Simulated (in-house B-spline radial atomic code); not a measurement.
Configurations of V, with energies counted from [Ar] 3d3 4s2. Method: non-relativistic B97-1, spin-polarised, spherical fractional occupations, exact exchange averaged over the configuration, point nucleus. Calculated with a B-spline radial code for spherical atoms. Shells without spins written out take the highest spin.

Occupations are held fixed; configurations that lie above the ionisation limit could autoionise.

```tsv
configuration	E - E(ref) (eV)	highest orbital	its <r> (bohr)
[Ar] 3d3 4s1 5f1	6.567	5f up	28.16
[Ar] 3d2 4s2 5s1	9.2381	5s up	8.473
[Ne] 3s2 3p5 3d3 4s2 5s1	45.742	5s up	8.399
```

Question: Order these further configurations by energy, lowest first.
A. [Ne] 3s2 3p5 3d3 4s2 4p1
B. [Ar] 3d2 4s2 4p1
C. [Ar] 3d3 4s1 5p1
D. [Ar] 3d4 4s1

Answer: D (-0.37307 eV), C (5.397 eV), B (6.4791 eV), A (42.933 eV).

Question: Is the reference the lowest configuration at this level of theory?

Answer: No: [Ar] 3d4 4s1 lies 0.3731 eV lower with this functional.
